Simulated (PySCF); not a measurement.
Input of a run (PBE0-D3(BJ)/def2-SVP geometry optimisation, gas phase (PySCF 2.14.0)), started from GFN2-xTB:
```
{"job": {"xc": "PBE0", "basis": "def2-SVP", "d3": "d3bj", "grid": 1, "shake": 0.01, "kind": "geom"}, "charge": 0, "multiplicity": 1}
N     -0.990910    -0.090360     0.041760
Ga     1.093590     0.067700    -0.050140
H     -1.442960     0.024930    -0.900320
H     -1.367550     0.673670     0.623570
H     -1.306850    -0.969560     0.412990
H      1.417450    -0.086140     1.438140
H      1.401900    -1.119300    -0.965670
H      1.250450     1.479930    -0.652800
```

Output (energies in Eh, forces in Eh/bohr):
```
step   0  E = -1982.59764606  max force = 0.024648
step   1  E = -1982.59937578  max force = 0.009758
step   2  E = -1982.60100216  max force = 0.004208
step   3  E = -1982.60122934  max force = 0.002144
step   4  E = -1982.60132660  max force = 0.001316
step   5  E = -1982.60137139  max force = 0.001106
step   6  E = -1982.60138133  max force = 0.000804
step   7  E = -1982.60138527  max force = 0.000253
optimisation converged
```

Q: Summarise the run.

A: The energy falls by 9.8 kJ/mol over 8 energy and gradient evaluations, the largest force component goes from 0.0246 to 2.5e-04 Eh/bohr, and the atoms move by 0.042 Å rms after alignment. The bond that changes most is N1–Ga2 (ends: nitrogen bonded to Ga and 3 H; gallium bonded to N and 3 H), which lengthens by 0.057 Å. Bonds longer at the end by more than 0.005 Å: 5 of 7; shorter: 2. Among the angles that change most is N1–Ga2–H8, from 100.8° to 98.3°. The energy never rose by more than 1e-6 Eh on the way. The first step brought 46 % of the lowering.

Q: What are the final bond lengths?

A: N1–Ga2 2.149 Å, N1–H3 1.020 Å, N1–H4 1.020 Å, N1–H5 1.020 Å, Ga2–H6 1.584 Å, Ga2–H7 1.584 Å, Ga2–H8 1.584 Å. Numbering counts from 1 in the input's order; the species is `[GaH3-][NH3+]`.

The run used 76 basis functions and 45 SCF cycles in all.

No PBE0-D3(BJ)/def2-SVP frequencies stand behind this structure, so it isn't proved a minimum.
